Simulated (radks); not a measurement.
Results of a calculation; reference values are marked as such.
Task: Ionisation of In+, [Kr] 4d10 5s2, to In2+, [Kr] 4d10 5s1, under several functionals. Scalar-relativistic Kohn-Sham, spin-unpolarised, spherical densities, point nucleus; a radial shooting solver on a logarithmic mesh with Libxc functionals. Known Delta-SCF values: BLYP 19.322 eV. What does exchange-only PBE give, and what is its highest occupied eigenvalue?

Result: 18.488 eV by Delta-SCF; the 5s eigenvalue is -14.141 eV. NIST: 18.870 eV (measured).

Beside tabulated values, note that spin-unpolarised runs miss the spin-polarisation part of the exchange energy of open shells.
